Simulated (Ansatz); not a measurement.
Born–Oppenheimer molecular dynamics of BFH7NOSi (12 atoms, charge 0, multiplicity 1). It starts at the highest image of a converged band, a first-order saddle point between two minima.

All numbers below come from RHF/6-31G* in Ansatz.

| Quantity | Value |
| --- | --- |
| ensemble | NVE (velocity Verlet) |
| time step | 0.5 fs |
| steps asked | 200 |
| starting velocities drawn for | 300 K |
| seed | 8706 |

Frames 2.5 fs apart, positions in Å, forces in eV/Å.

Velocities at 55 fs (Å/ps):

```
B -1.48 -3.92 -3.44
N -3.19 1.16 0.60
H 10.67 -7.95 -3.96
H 20.05 -1.31 -12.09
F -1.42 -0.82 -0.32
O 2.03 3.52 2.57
H 28.46 -39.18 -11.03
Si -0.14 3.00 0.45
H 0.93 -9.79 -0.85
H 0.02 -16.39 2.15
H 7.54 -6.58 7.11
H -9.13 -16.99 -0.31
```

```xyz
12
Properties=species:S:1:pos:R:3:forces:R:3 time_fs=55 energy_less_start_eV=0.116 T=213
B -0.373 0.547 -0.029 0.70 0.07 0.17
N 0.301 -0.240 1.919 -0.72 0.23 0.83
H 0.522 -1.147 1.570 0.04 -0.40 -0.06
H 1.115 0.090 2.419 -0.30 0.02 -0.24
F 0.756 0.130 -0.700 -1.27 0.08 0.36
O -1.516 -0.257 -0.033 1.70 0.41 1.80
H -1.911 -0.297 -0.855 -1.03 -0.25 -2.10
Si -0.402 2.547 0.501 -0.61 -0.85 -0.78
H -0.772 3.495 -0.618 -0.04 -0.26 0.55
H -1.252 2.669 1.695 -0.37 0.34 0.01
H 0.919 2.869 0.950 1.06 0.47 0.26
H -0.464 -0.349 2.597 0.84 0.13 -0.79
12
Properties=species:S:1:pos:R:3:forces:R:3 time_fs=57.5 energy_less_start_eV=0.082 T=238
B -0.375 0.538 -0.036 0.92 0.81 0.42
N 0.293 -0.238 1.921 0.94 -1.12 -0.39
H 0.545 -1.165 1.562 -0.40 0.79 0.26
H 1.145 0.086 2.381 -0.98 0.03 -0.07
F 0.750 0.128 -0.700 -1.03 -0.09 0.14
O -1.509 -0.247 -0.025 -0.40 -0.29 -1.65
H -1.858 -0.403 -0.921 0.55 0.06 1.26
Si -0.402 2.554 0.501 0.30 -1.37 -0.06
H -0.771 3.466 -0.606 -0.14 0.17 0.21
H -1.263 2.639 1.700 -0.26 0.42 -0.10
H 0.962 2.866 0.974 0.11 0.31 -0.05
H -0.460 -0.385 2.576 0.40 0.26 0.03
12
Properties=species:S:1:pos:R:3:forces:R:3 time_fs=60 energy_less_start_eV=0.124 T=206
B -0.371 0.533 -0.042 0.79 1.27 0.71
N 0.288 -0.240 1.923 0.92 -0.82 -1.71
H 0.547 -1.145 1.567 -0.22 0.04 -0.15
H 1.126 0.087 2.343 0.07 0.55 0.68
F 0.742 0.126 -0.700 -0.66 -0.25 -0.11
O -1.503 -0.239 -0.022 -0.80 -0.74 -2.32
H -1.782 -0.505 -0.930 0.62 0.32 1.83
Si -0.403 2.557 0.502 1.06 -1.65 0.81
H -0.779 3.448 -0.582 -0.24 0.56 -0.24
H -1.288 2.634 1.700 -0.03 0.41 -0.27
H 1.013 2.881 0.994 -0.81 0.12 -0.34
H -0.437 -0.407 2.559 -0.70 0.19 1.10
12
Properties=species:S:1:pos:R:3:forces:R:3 time_fs=62.5 energy_less_start_eV=0.025 T=283
B -0.363 0.536 -0.043 0.23 1.35 1.03
N 0.286 -0.245 1.917 -0.67 0.22 -0.03
H 0.537 -1.126 1.562 0.22 -1.03 -0.47
H 1.106 0.117 2.341 0.27 0.40 0.58
F 0.731 0.123 -0.701 -0.22 -0.39 -0.36
O -1.499 -0.233 -0.026 0.21 0.69 0.90
H -1.675 -0.598 -0.852 -0.36 -1.03 -1.55
Si -0.401 2.557 0.504 0.93 -1.38 0.79
H -0.800 3.460 -0.570 -0.13 0.43 -0.20
H -1.316 2.654 1.684 0.11 0.32 -0.27
H 1.019 2.904 0.995 -0.94 0.05 -0.35
H -0.443 -0.416 2.595 0.35 0.38 -0.08
12
Properties=species:S:1:pos:R:3:forces:R:3 time_fs=65 energy_less_start_eV=-0.123 T=395
B -0.355 0.545 -0.039 -0.44 1.00 1.01
N 0.283 -0.250 1.912 0.25 -0.05 0.90
H 0.537 -1.154 1.536 0.05 0.35 0.36
H 1.096 0.167 2.368 -0.60 -0.52 -0.38
F 0.720 0.118 -0.702 0.19 -0.42 -0.50
O -1.495 -0.225 -0.029 -0.10 -0.07 -1.09
H -1.579 -0.738 -0.831 0.08 0.00 0.48
Si -0.397 2.555 0.507 -0.02 -0.72 -0.02
H -0.829 3.496 -0.568 0.12 -0.10 0.17
H -1.338 2.692 1.652 0.10 0.18 -0.07
H 0.972 2.931 0.976 -0.24 0.14 -0.07
H -0.433 -0.404 2.628 0.61 0.21 -0.78
12
Properties=species:S:1:pos:R:3:forces:R:3 time_fs=67.5 energy_less_start_eV=-0.065 T=352
B -0.348 0.561 -0.030 -0.86 0.27 0.71
N 0.280 -0.255 1.909 1.08 -0.04 -0.15
H 0.541 -1.167 1.529 0.01 0.82 0.68
H 1.059 0.190 2.378 0.07 -0.52 -0.47
F 0.709 0.113 -0.705 0.39 -0.30 -0.46
O -1.491 -0.217 -0.036 0.04 -1.28 -2.54
H -1.483 -0.877 -0.790 0.08 1.60 2.06
Si -0.393 2.550 0.511 -1.17 -0.16 -0.74
H -0.851 3.527 -0.557 0.29 -0.49 0.30
H -1.353 2.741 1.617 0.02 0.02 0.19
H 0.914 2.967 0.954 0.80 0.32 0.31
H -0.395 -0.382 2.624 -0.75 -0.25 0.12
12
Properties=species:S:1:pos:R:3:forces:R:3 time_fs=70 energy_less_start_eV=-0.155 T=421
B -0.346 0.577 -0.016 -0.94 -0.58 0.31
N 0.281 -0.259 1.907 -0.33 0.95 -0.03
H 0.548 -1.142 1.556 0.40 -0.76 0.00
H 1.030 0.187 2.364 1.22 0.17 0.15
F 0.699 0.106 -0.709 0.34 -0.06 -0.22
O -1.487 -0.213 -0.051 0.20 0.96 -0.23
H -1.382 -0.938 -0.644 0.06 -0.32 -0.14
Si -0.392 2.545 0.513 -1.24 0.40 -0.58
H -0.856 3.531 -0.530 0.26 -0.49 0.03
H -1.368 2.791 1.593 0.03 -0.15 0.30
H 0.897 3.020 0.949 0.84 0.19 0.34
H -0.395 -0.372 2.622 -0.83 -0.30 0.08
12
Properties=species:S:1:pos:R:3:forces:R:3 time_fs=72.5 energy_less_start_eV=-0.191 T=449
B -0.349 0.591 -0.001 -0.59 -1.30 -0.17
N 0.282 -0.260 1.905 -0.32 0.82 0.99
H 0.576 -1.152 1.588 0.18 -0.60 -0.02
H 1.060 0.187 2.354 0.12 -0.14 -0.02
F 0.690 0.100 -0.714 0.19 0.24 0.11
O -1.483 -0.206 -0.067 0.06 1.38 0.16
H -1.275 -1.012 -0.496 0.06 -0.63 -0.38
Si -0.393 2.542 0.514 -0.29 0.98 0.34
H -0.847 3.506 -0.503 0.07 -0.14 -0.50
H -1.379 2.833 1.585 0.16 -0.30 0.23
H 0.927 3.083 0.962 -0.10 -0.32 0.02
H -0.438 -0.379 2.619 0.46 0.01 -0.78
12
Properties=species:S:1:pos:R:3:forces:R:3 time_fs=75 energy_less_start_eV=-0.025 T=322
B -0.356 0.597 0.013 0.05 -1.57 -0.61
N 0.282 -0.258 1.906 1.51 -0.70 0.07
H 0.612 -1.191 1.620 -0.52 0.98 0.33
H 1.099 0.180 2.344 -0.98 -0.34 -0.10
F 0.682 0.094 -0.719 0.11 0.49 0.40
O -1.478 -0.195 -0.083 0.66 -1.78 -0.55
H -1.172 -1.106 -0.366 -0.98 2.34 0.52
Si -0.394 2.540 0.515 0.35 1.28 1.00
H -0.834 3.474 -0.505 -0.09 0.15 -0.81
H -1.382 2.857 1.591 0.25 -0.37 0.10
H 0.952 3.127 0.976 -0.72 -0.67 -0.21
H -0.461 -0.386 2.579 0.36 0.17 -0.14
12
Properties=species:S:1:pos:R:3:forces:R:3 time_fs=77.5 energy_less_start_eV=-0.045 T=335
B -0.362 0.595 0.024 0.64 -1.11 -0.86
N 0.287 -0.258 1.907 1.21 -0.80 -1.10
H 0.621 -1.184 1.667 -0.33 0.23 -0.12
H 1.089 0.158 2.332 -0.16 0.45 0.58
F 0.674 0.089 -0.722 0.12 0.58 0.58
O -1.470 -0.189 -0.101 -0.06 -0.72 0.40
H -1.121 -1.083 -0.214 -0.77 0.73 -0.30
Si -0.395 2.541 0.519 0.23 1.35 0.65
H -0.824 3.447 -0.551 -0.04 -0.01 -0.46
H -1.371 2.860 1.603 0.17 -0.31 0.03
H 0.938 3.133 0.980 -0.58 -0.62 -0.19
H -0.467 -0.383 2.532 -0.44 0.23 0.80
12
Properties=species:S:1:pos:R:3:forces:R:3 time_fs=80 energy_less_start_eV=0.049 T=265
B -0.364 0.587 0.030 1.07 -0.20 -0.95
N 0.297 -0.262 1.904 -0.79 0.27 -0.22
H 0.613 -1.168 1.708 0.30 -1.30 -0.50
H 1.068 0.160 2.352 0.38 0.73 0.72
F 0.667 0.087 -0.724 0.29 0.54 0.59
O -1.464 -0.186 -0.117 -1.51 1.70 0.76
H -1.111 -1.029 -0.076 0.15 -2.37 -0.52
Si -0.396 2.544 0.524 -0.49 0.94 -0.39
H -0.816 3.420 -0.624 0.09 -0.31 0.22
H -1.350 2.845 1.618 -0.04 -0.15 0.06
H 0.893 3.103 0.973 0.27 -0.19 0.05
H -0.490 -0.365 2.523 0.28 0.34 0.16
12
Properties=species:S:1:pos:R:3:forces:R:3 time_fs=82.5 energy_less_start_eV=0.104 T=221
B -0.361 0.578 0.032 1.19 0.38 -0.85
N 0.305 -0.265 1.901 0.14 -0.14 0.89
H 0.617 -1.211 1.724 -0.02 0.34 0.06
H 1.061 0.198 2.408 -0.61 -0.31 -0.39
F 0.661 0.086 -0.724 0.66 0.43 0.43
O -1.462 -0.178 -0.131 -0.66 -1.93 1.26
H -1.107 -1.075 0.029 -1.16 0.99 -0.91
Si -0.398 2.550 0.528 -1.10 0.14 -1.15
H -0.803 3.376 -0.685 0.11 -0.30 0.64
H -1.331 2.821 1.637 -0.22 0.02 0.07
H 0.864 3.063 0.970 1.08 0.27 0.30
H -0.498 -0.330 2.525 0.60 0.12 -0.35
```

Of the whole run (100 fs, mean temperature of the second half 283 K): The conserved energy stayed within 0.28 meV per atom of its start (net change 0.14 meV per atom), so the integration is sound. A run of 0.1 ps of so small a system gives no equilibrium averages. The orbitals stay closed-shell, which can raise the energy where a bond breaks towards radicals; this wasn't checked here.

Time of the run: 7.1 min on 1 thread of Arm Neoverse V2 (shared host), peak memory 0.17 GiB.
